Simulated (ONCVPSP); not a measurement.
Reading a pseudo-wave (V (Z = 23))

Columns: radius, all-electron u(r) and pseudo u(r) of the 3p shell (level -44.41 eV) of vanadium in the configuration [Ne] 3s2 3p6 3d3 4s1.75 4p0.25; PBE, scalar-relativistic, ONCV scheme, ONCVPSP 4.0.1.

```tsv
r (bohr)	all-electron	pseudo
0.110	-0.4688	0.0510
0.220	-0.4750	0.1924
0.330	-0.0766	0.3931
0.440	0.3770	0.6118
0.550	0.7302	0.8083
0.660	0.9504	0.9532
0.770	1.0522	1.0330
0.880	1.0659	1.0486
0.990	1.0223	1.0125
1.100	0.9454	0.9412
1.210	0.8523	0.8509
1.320	0.7544	0.7540
1.430	0.6587	0.6586
1.540	0.5693	0.5692
1.650	0.4880	0.4880
1.760	0.4157	0.4157
1.870	0.3524	0.3524
1.980	0.2975	0.2975
2.090	0.2504	0.2504
2.200	0.2102	0.2102
2.310	0.1761	0.1760
2.420	0.1472	0.1472
2.530	0.1229	0.1229
2.640	0.1025	0.1025
2.750	0.0853	0.0853
2.860	0.0710	0.0710
```

Task: How many radial nodes do the two functions have?

Result: The all-electron 3p function has n − l − 1 = 1; the pseudo-wave has 0, since the states of the same l below it are removed with the core.

Task: At about which radius was the pseudo-wave matched?

Result: 1.60 bohr. The columns agree to 0.0005 from 1.32 bohr on; several derivatives are matched, so the curves merge somewhat inside the radius.

Task: Where does each function peak?

Result: Outermost all-electron maximum near 0.88 bohr, pseudo maximum near 0.88 bohr (to the table’s step).

Task: Is the pseudo-wave norm-conserving?

Result: Yes: the ONCV scheme keeps the norm inside the radius equal to the all-electron one, which fixes the energy derivative of the logarithmic derivative at the level.
